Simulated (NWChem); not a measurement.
System meant: CaHSF; SMILES [F][Ca][SH]

NWChem input:

```
start job
memory heap 200 mb stack 900 mb global 1100 mb
geometry units angstroms noautoz
  Ca     0.119568     0.505066    -0.014990
  F     -0.536693     2.347145     0.025590
  S     -0.305609    -2.063685    -0.047947
  H      1.015824    -2.360047    -0.073458
end
basis spherical
  Ca library def2-svp
  F library def2-svp
  S library def2-svp
  H library def2-svp
end
dft
  odft
  mult 2
  xc b3lyp
  iterations 150
  mulliken
end
task dft energy
```

End of the output:

```
 Summary of "ao basis" -> "" (spherical)
 ------------------------------------------------------------------------------
       Tag                 Description            Shells   Functions and Types
 ---------------- ------------------------------  ------  ---------------------
 Ca                         def2-svp                10       24   5s3p2d
 F                          def2-svp                 6       14   3s2p1d
 S                          def2-svp                 8       18   4s3p1d
 H                          def2-svp                 3        5   2s1p

                                 NWChem DFT Module
                                 -----------------

 Summary of "ao basis" -> "ao basis" (spherical)
 ------------------------------------------------------------------------------
       Tag                 Description            Shells   Functions and Types
 ---------------- ------------------------------  ------  ---------------------
 Ca                         def2-svp                10       24   5s3p2d
 F                          def2-svp                 6       14   3s2p1d
 S                          def2-svp                 8       18   4s3p1d
 H                          def2-svp                 3        5   2s1p

      Symmetry analysis of basis
      --------------------------

        a'         44
        a"         17

  number of electrons :                   46
  multiplicity        :                    2
 ------------------------------------------------------------------------
  no. of electrons and multiplicity not compatible                  46
 ------------------------------------------------------------------------
 ------------------------------------------------------------------------
  current input line :
    22: task dft energy
 ------------------------------------------------------------------------
 ------------------------------------------------------------------------
 There is an error in the input file
 ------------------------------------------------------------------------
 For more information see the NWChem manual at https://nwchemgit.github.io

0: no. of electrons and multiplicity not compatible:Received an Error in Communication
```

Question: Can this run be used? If not, why, and what is the fix?

Answer: The program refused the input. Cause: the multiplicity doesn't fit the number of electrons (an even count wants an odd multiplicity, and the reverse). This input runs:
```
start job
memory heap 200 mb stack 900 mb global 1100 mb
geometry units angstroms noautoz
  Ca     0.119568     0.505066    -0.014990
  F     -0.536693     2.347145     0.025590
  S     -0.305609    -2.063685    -0.047947
  H      1.015824    -2.360047    -0.073458
end
basis spherical
  * library def2-svp
end
dft
  xc b3lyp
  iterations 150
  mulliken
end
task dft energy
```
It converges to -1176.09370 Ha (B3LYP/def2-SVP).
